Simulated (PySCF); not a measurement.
Isomers of C3H8O2SSi, one GFN2-xTB conformer each. Single-point energies are computed at PBE0/pcSseg-1 (PySCF, gas phase, no added dispersion term), electronic only.

Problem. Rank them by PBE0/pcSseg-1 energy, lowest first (kcal/mol).
A. `[CH3:1][S@@:2](=[O:3])[C@H:4]1[O:5][CH2:6][SiH2:7]1` with C1–S2–C4–O5 167°, S2–C4–O5–C6 90°, C4–O5–C6–Si7 16°, O5–C6–Si7–C4 -12°, S2–C4–Si7–C6 -98°
B. `[CH3:1][O:2][C:3](=[S:4])[CH2:5][O:6][SiH3:7]` with C1–O2–C3–S4 -1°, O2–C3–C5–O6 -12°, C3–C5–O6–Si7 164°
C. `[SH:1][CH2:2][C@@H:3]1[CH2:4][O:5][SiH2:6][O:7]1` with H–S1–C2–C3 -48°, S1–C2–C3–C4 180°, C2–C3–C4–O5 -96°, C3–C4–O5–Si6 -19°, C4–O5–Si6–O7 7°, O5–Si6–O7–C3 9°
D. `[SH:1][CH:2]1[CH2:3][O:4][SiH2:5][O:6][CH2:7]1` with H–S1–C2–C3 -63°, S1–C2–C3–O4 70°, C2–C3–O4–Si5 39°, C3–O4–Si5–O6 -20°, O4–Si5–O6–C7 20°

Solution. D (0.0), C (1.4), B (38.6), A (99.9).

As drawn, the lowest has an S–H bond and an Si–O bond, which the highest lacks; the highest has a four-membered ring, an Si–C bond and an S=O bond, which the lowest lacks. Neighbours under 2.5 kcal/mol apart (SC1CO[SiH2]OC1 and SC[C@@H]1CO[SiH2]O1) can change places with a better method, another conformer or zero-point energy. GFN2-xTB itself gives, in the same order: 0.0, 0.2, 40.5, 104.2. Both levels put the same isomer lowest; measured from each level's own lowest isomer, the values differ by up to 4.3 kcal/mol (C[S@@](=O)[C@H]1OC[SiH2]1: 104.2 against 99.9).

Problem. Which frontier levels, dipoles and rotational constants go with these structures?

Solution. 
```csv
SMILES,"HOMO (eV, PBE0/pcSseg-1)",LUMO (eV),dipole (D),"A, B, C (MHz)"
SC1CO[SiH2]OC1,-6.95,0.50,1.98,"2915, 1495, 1336"
SC[C@@H]1CO[SiH2]O1,-6.75,0.35,1.59,"4009, 1104, 953.5"
COC(=S)CO[SiH3],-6.67,-1.29,1.73,"3769, 842.1, 701.2"
C[S@@](=O)[C@H]1OC[SiH2]1,-6.79,-0.22,2.53,"3197, 1478, 1365"
```
